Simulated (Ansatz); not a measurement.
Cost and result for the atomization energy of CH$_{13}$GaSi$_{2}$Sn$_{2}$, SMILES `[SiH3][SiH2][CH2][SnH2][SnH2][GaH2]` (19 atoms, 18 bonds).

```xyz
19

Si    0.151   -1.942   -0.591
Si    0.193   -1.041    1.582
C     1.615    0.146    1.716
Sn    1.433    1.809    0.331
Sn   -0.834    1.711   -1.292
Ga   -2.461   -0.356   -1.268
H    -1.226   -1.895   -1.238
H     0.450   -3.400   -0.629
H     1.058   -1.241   -1.538
H     0.284   -2.194    2.524
H    -1.099   -0.347    1.828
H     2.565   -0.352    1.506
H     1.671    0.563    2.725
H     2.859    1.801   -0.621
H     1.445    3.234    1.282
H    -0.231    2.013   -2.870
H    -1.724    3.117   -0.865
H    -2.973   -0.883   -2.657
H    -3.176   -0.744    0.074
```

Charge 0, multiplicity 1. Correlated methods include outer-core shells of Ga, Sn, which these sets cover unevenly. Scalar relativity is left out up to krypton. Sn: def2 effective core potential. Geometry: relaxed with PBE0-D4/def2-TZVP. It is one conformer, not always the lowest. Program: Ansatz. All runs use 4 threads of an AMD EPYC 7R13 on a shared host and a share of an NVIDIA H100 80 GB. Times are those of one run each, without the atoms' runs, and a repeat can differ threefold. Electronic energies, without spin–orbit coupling; frozen cores. CCSD(T)/CBS adds CCSD(T) − MP2 in def2-TZVPP to the MP2 limit, and its time is that of the two runs behind it. T1 = 0.014. With those shells the extrapolation isn't a true limit.

CCSD(T)/CBS is a level of theory with its own doubt, some kJ/mol a heavy atom from the limit and from the frozen cores, so smaller differences don't rank the functionals.

| level | functions | wall time |
| --- | --- | --- |
| PBE0-D4/def2-TZVPP | 445 | 3.4 s |
| PBE-QIDH/def2-TZVPP | 445 | 6 s |
| BLYP-D4/def2-TZVPP | 445 | 6.5 s |
| B97M-V/def2-TZVPP | 445 | 7 s |
| B2PLYP/def2-TZVPP | 445 | 7 s |
| CCSD(T)/def2-SVP | 199 | 7 s |
| BHLYP-D4/def2-TZVPP | 445 | 7.5 s |
| CAM-B3LYP-D4/def2-TZVPP | 445 | 8 s |
| revPBE-D4/def2-TZVPP | 445 | 9 s |
| ωB97M-V/def2-TZVPP (with forces) | 445 | 11 s |
| MP2/def2-QZVPP | 840 | 20 s |
| CCSD(T)/def2-TZVPP | 445 | 47 s |
| CCSD(T)/CBS(def2) | – | 67 s |

What atomization energy does each give, and how far from CCSD(T)/CBS? (Estimate.)

The calculation gave: 
```json
{"level": "PBE0-D4/def2-TZVPP", "atomization (kcal/mol)": "1239.9", "difference from CCSD(T)/CBS": "-24.9", "per bond": "-1.4"}
{"level": "PBE-QIDH/def2-TZVPP", "atomization (kcal/mol)": "1238.8", "difference from CCSD(T)/CBS": "-26.0", "per bond": "-1.4"}
{"level": "BLYP-D4/def2-TZVPP", "atomization (kcal/mol)": "1227.4", "difference from CCSD(T)/CBS": "-37.4", "per bond": "-2.1"}
{"level": "B97M-V/def2-TZVPP", "atomization (kcal/mol)": "1268.3", "difference from CCSD(T)/CBS": "3.5", "per bond": "0.2"}
{"level": "B2PLYP/def2-TZVPP", "atomization (kcal/mol)": "1223.7", "difference from CCSD(T)/CBS": "-41.1", "per bond": "-2.3"}
{"level": "CCSD(T)/def2-SVP", "atomization (kcal/mol)": "1171.9", "difference from CCSD(T)/CBS": "-92.9", "per bond": "-5.2"}
{"level": "BHLYP-D4/def2-TZVPP", "atomization (kcal/mol)": "1238.1", "difference from CCSD(T)/CBS": "-26.7", "per bond": "-1.5"}
{"level": "CAM-B3LYP-D4/def2-TZVPP", "atomization (kcal/mol)": "1251.9", "difference from CCSD(T)/CBS": "-12.9", "per bond": "-0.7"}
{"level": "revPBE-D4/def2-TZVPP", "atomization (kcal/mol)": "1218.0", "difference from CCSD(T)/CBS": "-46.8", "per bond": "-2.6"}
{"level": "ωB97M-V/def2-TZVPP (with forces)", "atomization (kcal/mol)": "1249.4", "difference from CCSD(T)/CBS": "-15.4", "per bond": "-0.9"}
{"level": "MP2/def2-QZVPP", "atomization (kcal/mol)": "1232.6", "difference from CCSD(T)/CBS": "-32.2", "per bond": "-1.8"}
{"level": "CCSD(T)/def2-TZVPP", "atomization (kcal/mol)": "1233.5", "difference from CCSD(T)/CBS": "-31.3", "per bond": "-1.7"}
{"level": "CCSD(T)/CBS(def2)", "atomization (kcal/mol)": "1264.8", "difference from CCSD(T)/CBS": "0.0", "per bond": "0.0"}
```

Leaving LDA and LC-ωPBE aside and taking each functional with its dispersion term where it has one, the values spread over 50.3 kcal/mol, from revPBE-D4 to B97M-V. LDA lies +177.3 kcal/mol from PBE without D4, its usual overbinding. From r2SCAN to r2SCAN0 (25 % exact exchange), in def2-TZVPP and without D4, the atomization energy moves by −7.5 kcal/mol: exact exchange takes away binding that semilocal exchange gives to molecules. The D4 term adds +26.6 kcal/mol with B3LYP and +14.4 kcal/mol with PBE0; it sums over pairs of atoms, weighted by their polarisabilities, and B3LYP, whose exchange is more repulsive, gets the larger term.

B3LYP here is the variant with VWN-RPA as its local correlation; programs differ in this.

Spin–orbit coupling would lower the free Sn atoms strongly, and the atomization energy with them, by more than many differences here. For some Ge, Se and Sn compounds the MP2-based and the directly extrapolated limit differ by 10 to 25 kJ/mol.
